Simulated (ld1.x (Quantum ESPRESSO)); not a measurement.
# PBE ultrasoft dataset for praseodymium, scalar-relativistic all-electron reference.

| Property | Result |
| --- | --- |
| Element | Pr |
| Generator | ld1.x (Quantum ESPRESSO) 7.5 |
| Type | ultrasoft |
| Functional | PBE |
| Relativity | scalar-relativistic |
| Frozen core | [Kr] 4d10 |
| Valence charge | 13 |
| Reference configuration | 4f3 5s2 5p6 5d0 6s1.75 6p0.25 |
| Partial waves | 5s (bound): rcut 1.95, rcutus 2.15 bohr; 6s (bound): rcut 1.95, rcutus 2.15 bohr; 5p (bound): rcut 2.60, rcutus 3.40 bohr; 6p (bound): rcut 2.60, rcutus 3.40 bohr; 5d (bound, empty): rcut 2.70, rcutus 3.40 bohr; 5d channel at 4.05 Ry: rcut 2.70, rcutus 3.40 bohr; 4f (bound): rcut 1.10, rcutus 1.35 bohr; 4f channel at 0.55 Ry: rcut 1.10, rcutus 1.35 bohr |
| Local potential | all-electron potential smoothed inside 2.40 bohr (lloc = -1) |
| Core correction | none |
| Augmentation charge | PSQ, inside the norm-conserving radii |

All-electron outer shells of the reference configuration (PBE, scalar-relativistic, ld1.x):

| shell | level (eV) | outermost node (bohr) | outermost maximum (bohr) |
| --- | --- | --- | --- |
| 4p | -215.52 | 0.32 | 0.60 |
| 4d | -110.79 | 0.30 | 0.64 |
| 5s | -39.33 | 0.74 | 1.35 |
| 5p | -21.77 | 0.79 | 1.53 |
| 6s | -3.63 | 1.81 | 3.85 |
| 5d | -2.25 | 0.91 | 2.25 |
| 4f | -1.54 | – | 0.69 |
| 6p | -1.39 | 2.18 | 5.07 |

What the tests gave:

```json
{
  "Configuration tests": "test run stopped at test 4 of 7 (negative rho)",
  "Lowest eigenvalue of the overlap operator": "-0.50 (p channel); it is negative, so in a basis up to 400 Ry S is not positive definite and the file is unfit for use",
  "Density cutoff estimated by the generator": "478 Ry"
}
```

The ghost test of this file was not conclusive. Its overlap operator is not positive definite in a basis up to 400 Ry (lowest eigenvalue p -0.50), so the file is unfit for use: the generalised eigenproblem breaks down once the basis is large enough, and its test numbers describe a broken file.

Generation and tests took about 3.2 s on one core of a shared server CPU.
